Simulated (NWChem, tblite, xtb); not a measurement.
# A ladder of methods for C3H4B (SMILES BC1=[C]C1)

C3H4B: 8 atoms, total charge 0, spin state doublet. As SMILES, `BC1=[C]C1`. The coordinates come from a GFN2-xTB relaxation.

Each level gives the dipole moment (D). The values are calculated.

```
                               level            kind  program  value (D)   CPU time
                            GFN1-xTB  semi-empirical   tblite       1.39  under 2 s
                           IPEA1-xTB  semi-empirical   tblite       2.08  under 2 s
                            GFN2-xTB  semi-empirical   tblite       1.35  under 2 s
                            GFN0-xTB  semi-empirical      xtb       1.64  under 2 s
                          UHF/STO-3G    Hartree–Fock   NWChem       0.23      3.8 s
                           UHF/3-21G    Hartree–Fock   NWChem       0.72      5.4 s
USVWN5/6-31G** (spherical functions)             LDA   NWChem       1.36       20 s
                        UB3LYP/3-21G   global hybrid   NWChem       1.25       26 s
 UB3LYP/6-31G* (spherical functions)   global hybrid   NWChem       1.27       48 s
 UB3LYP/6-31G* (Cartesian functions)   global hybrid   NWChem       1.27       53 s
```

The values span 0.23 to 2.08 D. Spin contamination of the reference (⟨S²⟩ at least 0.1 too high) touches UHF/STO-3G, UHF/3-21G. Magnitudes only. Sets without polarisation functions give poor dipoles. Times are those of the runs behind each value, whatever else they computed, on shared processors of several kinds: orders of magnitude only.
